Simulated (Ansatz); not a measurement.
`[SiH3]C(Cl)I` + H₂ → `ClCI` + SiH₄  (hydrogenolysis of a C–Si bond)

Program: Ansatz. Geometries: PBE0-D4/def2-TZVP. ΔE: electronic, gas phase. CBS: MP2 limit from def2 TZ/QZ plus the TZ coupled-cluster correction, frozen cores. This one scheme is used for every species. Functionals use def2-TZVPP. B3LYP here is the variant with VWN-RPA as its local correlation; programs differ in this. def2 core potentials past Kr. For I outer-core shells are correlated without core-valence functions, which leaves a few kJ/mol of doubt a bond.

```
       species  B3LYP energy (Eh)
`[SiH3]C(Cl)I`        -1088.07236
            H₂           -1.18000
        `ClCI`         -797.35130
          SiH₄         -291.91715
```

Question: Work out ΔE.

Answer: ΔE = (-797.35130) + (-291.91715) − (-1088.07236) − (-1.18000) = -0.01609 Eh = -10.1 kcal/mol. CCSD(T)/CBS gives -5.1 kcal/mol.

Question: What do rigid-rotor, harmonic-oscillator terms from PBE0-D4/def2-TZVP frequencies (298.15 K, 1 bar) make of the CCSD(T)/CBS value? (An estimate is asked.)

Answer: Ansatz gave: ΔZPE = +4.0 kcal/mol, ΔH = -2.1 kcal/mol, ΔS = 23 J/(mol·K), ΔG = -3.8 kcal/mol.

Largest T1 diagnostic among the species: 0.011.

From PBE to PBE0 (25 % exact exchange), in def2-TZVPP and without D4, ΔE moves by −0.8 kcal/mol. In def2-TZVPP, CCSD(T) changes the Hartree–Fock value by +7.5 kcal/mol (the triples alone add +1.5 kcal/mol) and MP2 by +9.7 kcal/mol. The D4 term adds +3.5 kcal/mol with B3LYP and +1.9 kcal/mol with PBE0; it sums over pairs of atoms, weighted by their polarisabilities, and B3LYP, whose exchange is more repulsive, gets the larger term.
